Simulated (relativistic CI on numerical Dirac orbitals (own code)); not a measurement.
# Energy levels of O2+

Method of calculation: Dirac-Coulomb-Breit CI, separate exchange-only KLI orbitals for each configuration, a model potential for QED, valence Slater integrals scaled by 0.85, P86 correlation energy added to each configuration (own radial code, finite nucleus).

Configuration list (outside the closed core 1s2): 2s2 2p2, 2s 2p3, 2p4, 2s2 2p 3s, 2s2 2p 3p, 2s2 2p 3d, 2s2 2p 4s, 2s2 2p 4p, 2s2 2p 4d, 2s2 2p 4f, 2p3 3s, 2s 2p2 3s, 2s2 3s2, 2s2 2p 5s, 2s2 2p 5p, 2s2 2p 5d, 2s2 2p 5f, 2s2 2p 5g, 2p3 3p, 2s2 3s 3p, 2s 2p2 3p, 2p3 3d, 2s2 3s 3d, 2s2 3p2, 2s 2p2 3d, 2s2 3p 3d, 2s2 3d2, 2s 2p2 4s, 2s 2p 3s2, 2s 2p2 4p, 2s 2p2 4d, 2s 2p2 4f. Levels of other configurations are missing.

The lowest level is 2s2 2p2 3P_0, with 98 % of that term; Hund's rules for 2s2 2p2 give 3P with J = 0, in agreement.

```
No.  Configuration  Term  J   E (eV)    %  Lifetime (s)   jj configuration (%)
  1        2s2 2p2    3P  0   0.0000   98                         2p1/2^2 (66)
  2        2s2 2p2    3P  1   0.0138   98      4.07e+04       2p1/2 2p3/2 (98)
  3        2s2 2p2    3P  2   0.0370   98      1.12e+04           2p3/2^2 (65)
  4        2s2 2p2    1D  2   2.4388   98      3.93e+01       2p1/2 2p3/2 (65)
  5        2s2 2p2    1S  0   4.7226   95      1.24e+00           2p3/2^2 (64)
  6    2s 2p3(4S°)   5S°  2   7.8512  100                2s 2p1/2 2p3/2^2 (55)
  7    2s 2p3(2D°)   3D°  3  15.3588   99      1.17e-09  2s 2p1/2 2p3/2^2 (99)
  8    2s 2p3(2D°)   3D°  2  15.3625   99      1.17e-09  2s 2p1/2 2p3/2^2 (66)
  9    2s 2p3(2D°)   3D°  1  15.3635   99      1.16e-09  2s 2p1/2 2p3/2^2 (44)
 10    2s 2p3(2P°)   3P°  2  17.7383   99      4.52e-10        2s 2p3/2^3 (50)
 11    2s 2p3(2P°)   3P°  1  17.7387   99      4.50e-10  2s 2p1/2 2p3/2^2 (66)
 12    2s 2p3(2P°)   3P°  0  17.7404   99      4.50e-10  2s 2p1/2 2p3/2^2 (99)
 13    2s 2p3(2D°)   1D°  2  23.5291   98      1.46e-10  2s 2p1/2 2p3/2^2 (76)
 14    2s 2p3(4S°)   3S°  1  24.3333   99      6.42e-11  2s 2p1/2 2p3/2^2 (55)
 15    2s 2p3(2P°)   1P°  1  25.9416   98      8.33e-11        2s 2p3/2^3 (33)
 16      2s2 2p 3s   3P°  0  32.9503   96      2.19e-10          2p1/2 3s (96)
 17      2s2 2p 3s   3P°  1  32.9647   96      2.19e-10          2p1/2 3s (67)
 18      2s2 2p 3s   3P°  2  32.9963   96      2.19e-10          2p3/2 3s (96)
 19      2s2 2p 3s   1P°  1  33.5842   95      1.56e-10          2p3/2 3s (67)
 20      2s2 2p 3p    1P  1  36.1175   95      5.95e-09       2p3/2 3p3/2 (49)
 21      2s2 2p 3p    3D  1  36.4038   96      4.67e-09       2p1/2 3p1/2 (66)
 22      2s2 2p 3p    3D  2  36.4202   88      1.18e-09       2p1/2 3p3/2 (47)
 23            2p4    3P  2  36.4232   87      1.36e-10           2p3/2^2 (58)
 24      2s2 2p 3p    3D  3  36.4477   96      4.68e-09       2p3/2 3p3/2 (96)
 25            2p4    3P  1  36.4494   94      1.26e-10     2p1/2 2p3/2^3 (94)
 26            2p4    3P  0  36.4608   94      1.26e-10           2p3/2^4 (62)
 27      2s2 2p 3p    3S  1  36.7964   96      1.90e-09       2p3/2 3p3/2 (37)
 28      2s2 2p 3p    3P  0  37.0967   93      1.02e-09       2p1/2 3p1/2 (64)
 29      2s2 2p 3p    3P  1  37.1069   93      1.04e-09       2p3/2 3p1/2 (51)
 30      2s2 2p 3p    3P  2  37.1228   93      1.06e-09       2p3/2 3p3/2 (61)
 31      2s2 2p 3p    1D  2  37.7872   94      3.87e-09       2p3/2 3p3/2 (33)
 32            2p4    1D  2  38.5765   93      2.53e-10     2p1/2 2p3/2^3 (62)
 33      2s2 2p 3p    1S  0  38.6116   95      2.05e-09       2p3/2 3p3/2 (65)
 34      2s2 2p 3d   3F°  2  40.1546   84      6.67e-10       2p1/2 3d3/2 (91)
 35      2s2 2p 3d   3F°  3  40.1752   96      3.93e-09       2p3/2 3d3/2 (48)
 36      2s2 2p 3d   3F°  4  40.1971   97      5.01e-09       2p3/2 3d5/2 (97)
 37      2s2 2p 3d   1D°  2  40.1984   83      1.15e-10       2p3/2 3d5/2 (46)
 38      2s2 2p 3d   3D°  1  40.4755   96      4.79e-11       2p1/2 3d3/2 (54)
 39      2s2 2p 3d   3D°  2  40.4813   95      4.81e-11       2p3/2 3d3/2 (52)
 40      2s2 2p 3d   3D°  3  40.4905   96      4.80e-11       2p3/2 3d5/2 (68)
 41      2s2 2p 3d   3P°  2  40.6991   95      8.22e-11       2p3/2 3d5/2 (45)
 42      2s2 2p 3d   3P°  1  40.7131   95      8.23e-11       2p3/2 3d3/2 (57)
 43      2s2 2p 3d   3P°  0  40.7205   96      8.25e-11       2p3/2 3d3/2 (96)
 44      2s2 2p 3d   1F°  3  41.0689   96      4.59e-11       2p3/2 3d3/2 (39)
 45      2s2 2p 3d   1P°  1  41.1163   95      6.81e-11       2p3/2 3d5/2 (61)
```

Energies count from the lowest computed level; ° marks odd parity; lifetimes are radiative, by E1, M1, E2 decay to levels of this space only; some are left blank where a channel outside the calculation adds to the decay or the decay crosses a small, uncertain gap. Percentages are summed over parent terms; the parents shown are those of the largest component, closed shells are left out there. Filled j subshells are mostly left out of the jj labels.

The mean weight of the leading LS term, summed over parents, in these 45 levels is 95 %, and that of the leading jj configuration (from the same eigenvectors) 65 %, so LS coupling describes them better.

For a near-neutral ion this model can misplace configurations by up to about 10,000 cm⁻¹ (more where the count of f electrons changes) and terms by 10 to 25 % of their spread. Rates follow the energies as ν³ (E1, M1) or ν⁵ (E2), so they and the lifetimes can be off by large factors. The fine structure of a lone outer electron comes out too small, for d and f at times inverted, and misplaced configurations move strength between like terms. 32 of the 32 excited levels that our extract of the measured tables holds in this range could be paired (the sources list more); they are missed by 3332 cm⁻¹ on average and 12847 at most, and levels without a partner can miss by more. Some levels of the ground configuration have no partner and can miss by 10 % or more.

Landé's interval rule says that E(J) − E(J−1) = AJ with one A. For the ground term the intervals give A = 111.0, 93.9 cm⁻¹ for J = 1, 2; the multiplet is regular.
